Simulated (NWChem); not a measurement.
System: SiHSCl, singlet; SMILES [Si](S)Cl

Input file for NWChem:

```
start job
memory heap 200 mb stack 900 mb global 1100 mb
geometry units angstroms noautoz
  Si     0.969693     0.039623     0.000000
  Cl    -0.431650     1.601031     0.000000
  S     -0.434936    -1.585349     0.000000
  H      0.537316    -2.527357     0.000000
end
basis spherical
  * library def2-svp
end
dft
  xc mpw1k
  iterations 150
  mulliken
end
task dft energy
```

Low-valent species are run as closed-shell singlets; no triplet was tried in these runs. Geometry: optimised at PBE0/def2-SVP.

What results follow from this input? (MPW1K/def2-SVP.) Quantities: energy (Ha); highest occupied level (eV); orbital gap (eV); dipole (D).


```yaml
energy (Ha): -1148.22
highest occupied level (eV): -8.04
orbital gap (eV): 6.07
dipole (D): 2.02
```
